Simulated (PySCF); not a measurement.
Compound: (F2Al-mu-F)2.
Structure used (PBE0-D3(BJ)/def2-SVP), in Å, numbered top down from 1:
```xyz
8
Al2F6 angstrom
Al    -0.1155   -0.7626   -1.1674
F     -0.6127    0.0163   -2.5264
F      0.2321   -2.3673   -1.0889
F      1.1319    0.2145   -0.2843
Al     0.1494    0.7414    1.1476
F      0.6485   -0.0351    2.5070
F     -0.1977    2.3456    1.0633
F     -1.0977   -0.2385    0.2653
```

Computed with PySCF, PBE0-D3(BJ)/def2-SVP geometry optimisation, gas phase.

(1) Which atoms are bound to Al1, and at what distances?

(2) List the angles at Al1.

(3) Describe the arrangement about Al1 in numbers.

(4) Give some angles away from the centre.

(5) What are the rotational constants (commonest isotopes, rigid rotor)?

Results:

(1) 4 atoms: F2 1.643 Å, F3 1.644 Å, F4 1.814 Å, F8 1.814 Å. The nearest atom not counted as bound is Al5, at 2.77 Å.

(2) 
| angle | degrees | distance of the outer atoms (Å) |
| --- | --- | --- |
| F2–Al1–F3 | 124.5 | 2.91 |
| F3–Al1–F8 | 111.0 | 2.85 |
| F3–Al1–F4 | 110.9 | 2.85 |
| F2–Al1–F4 | 110.8 | 2.85 |
| F2–Al1–F8 | 110.6 | 2.85 |
| F4–Al1–F8 | 80.3 | 2.34 |

(3) Angles from 80.3° to 124.5°; τ4 = (360° − α − β)/141° = 0.88 with α and β the two widest (0 for a square, 1 for a tetrahedron). The Al–F distances aren't all alike: 1.643 to 1.814 Å.

(4) Al1–F4–Al5 99.7°, F6–Al5–F7 124.6°.

(5) A = 2374, B = 995.8, C = 820.0 MHz: an asymmetric top.

Point group: D2h (every atom within 0.08 Å of its image). Charge 0, singlet. No PBE0-D3(BJ)/def2-SVP frequencies stand behind this structure, so it isn't proved a minimum.

One conformer stands for the species.
